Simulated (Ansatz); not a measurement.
`[F][Cd][SH]` and `[F][Cd][Cl]` differ in one atom or group.

Ansatz, PBE0-D4/def2-TZVP geometries, multiplicity 1. Each molecule was computed in one conformer, which needn't be the lowest.

Elements past krypton have def2 core potentials.

```json
{"property": "ideal-gas entropy at 298 K and 1 bar (rigid rotor, harmonic PBE0-D4/def2-TZVP) / J/(mol·K)", "`[F][Cd][SH]`": "304"}
{"property": "LUMO energy (PBE/def2-TZVPP) / eV", "`[F][Cd][SH]`": "-2.70"}
{"property": "HOMO–LUMO gap (PBE/def2-TZVPP) / eV", "`[F][Cd][SH]`": "3.75"}
{"property": "HOMO–LUMO gap (B3LYP/def2-TZVPP) / eV", "`[F][Cd][SH]`": "5.27"}
{"property": "HOMO–LUMO gap (PBE0/def2-TZVPP) / eV", "`[F][Cd][SH]`": "5.84"}
{"property": "LUMO energy (B3LYP/def2-TZVPP) / eV", "`[F][Cd][SH]`": "-2.16"}
```

Q: Give the same properties after the change, and the shifts. (Estimate.)

A: Computed: 
| property | `[F][Cd][Cl]` | shift |
| --- | --- | --- |
| ideal-gas entropy at 298 K and 1 bar (rigid rotor, harmonic PBE0-D4/def2-TZVP) / J/(mol·K) | 281 | -23 |
| LUMO energy (PBE/def2-TZVPP) / eV | -3.20 | -0.50 |
| HOMO–LUMO gap (PBE/def2-TZVPP) / eV | 4.51 | 0.76 |
| HOMO–LUMO gap (B3LYP/def2-TZVPP) / eV | 6.23 | 0.96 |
| HOMO–LUMO gap (PBE0/def2-TZVPP) / eV | 6.86 | 1.02 |
| LUMO energy (B3LYP/def2-TZVPP) / eV | -2.64 | -0.48 |

With PBE0 the HOMO falls by 1.47 eV and the LUMO falls by 0.45 eV, so the gap widens by about 1.02 eV. PBE moves the HOMO by -1.26 eV and ωB97M-V by -1.57 eV. The zero-point energy changes by -20.0 kJ/mol with -2 modes.

B3LYP here is the variant with VWN-RPA as its local correlation; programs differ in this.
